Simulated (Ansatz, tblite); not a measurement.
Removing an electron: Ge(vinyl)(OEt)3 (C₈H₁₈GeO₃). Charge 0, multiplicity 1. Geometry: r2SCAN-D4/def2-SVP. Ansatz, gas phase; energy differences of separate SCF runs; the oxidised species was run as a doublet alone.

```xyz
30

Ge    0.298    0.805   -0.335
C     1.649    2.093    0.108
C     2.937    1.740    0.219
H     1.343    3.133    0.277
H     3.260    0.707    0.044
H     3.714    2.470    0.479
O    -0.710    1.334   -1.683
C    -2.132    1.260   -1.666
C    -2.643   -0.149   -1.895
H    -2.532    1.652   -0.712
H    -2.479    1.929   -2.473
H    -3.744   -0.157   -1.966
H    -2.233   -0.564   -2.830
H    -2.354   -0.804   -1.058
O    -0.890    0.428    0.941
C    -0.440   -0.072    2.194
C    -0.284    1.041    3.213
H    -1.194   -0.803    2.541
H     0.513   -0.628    2.081
H    -0.006    0.637    4.200
H     0.499    1.752    2.902
H    -1.229    1.596    3.318
O     1.211   -0.677   -0.686
C     0.550   -1.898   -0.984
C     1.574   -3.012   -1.004
H    -0.235   -2.111   -0.230
H     0.041   -1.826   -1.966
H     1.100   -3.975   -1.247
H     2.350   -2.803   -1.757
H     2.066   -3.101   -0.023
```

The xTB rows come from tblite. HOMO above LUMO, or a gap near zero within one spin, warns that the state may not be the lowest or that an electron is smeared out.

```
           level  −HOMO (eV)  vertical IE (eV)  −LUMO (eV)  HOMO–LUMO gap (eV)                                     remarks
        GFN1-xTB       11.81             13.98        7.25                4.56                                           –
        GFN2-xTB       10.94             13.10        6.63                4.31                                           –
 PBE-D4/def2-SVP        6.01              8.50        1.52                4.49  gap within one spin near zero (+1 doublet)
PBE0-D4/def2-SVP        7.62              9.27        0.51                7.10                                           –
```

Relaxing the oxidised species (r2SCAN-D4/def2-SVP) changes its energy by -0.25 eV at PBE-D4/def2-SVP, so the adiabatic ionisation energy to this nearest minimum is 8.25 eV. At PBE0-D4/def2-SVP it is 8.81 eV.    Raw xTB energy differences between charge states are shifted by several eV; the methods need an empirical correction for them.
